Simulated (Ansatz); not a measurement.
A run for Ansatz (a first-principles code): U-B3LYP/def2-TZVPPD on CH4Mg (SMILES [CH3][MgH]), a point of a bond scan (R = 3.920 Å). Files ending in .json are basis or fitting sets from the Basis Set Exchange.

Ansatz 0.2 input:
```yaml
crystal:
  periodic: [false, false, false]
  atoms:
    - {symbol: Mg, position_ang: [-0.72811638, -0.38870869, -0.10748715]}
    - {symbol: H, position_ang: [-4.15743204, -2.21946658, -0.61373504]}
    - {symbol: C, position_ang: [1.09920338, 0.58681540, 0.16226835]}
    - {symbol: H, position_ang: [1.57194580, 0.30753294, 1.10855994]}
    - {symbol: H, position_ang: [0.98072795, 1.67440410, 0.17040784]}
    - {symbol: H, position_ang: [1.80862578, 0.34636524, -0.63513709]}
basis:
  gaussian:
    orbitals: def2-TZVPPD.json
hamiltonian:
  xc: {name: B3LYP}
magnetization: {spin_polarized: true, initial_magnetization: 0}
```

Problem. Give the final energy of this run.

Solution. -240.4990 hartree. Its determinant has ⟨S²⟩ = 0.79, a mixture of spin states.

Problem. How many basis functions does it have, and what does it roughly cost on one machine?

Solution. 140 functions; about 7 core-seconds (a rough figure).
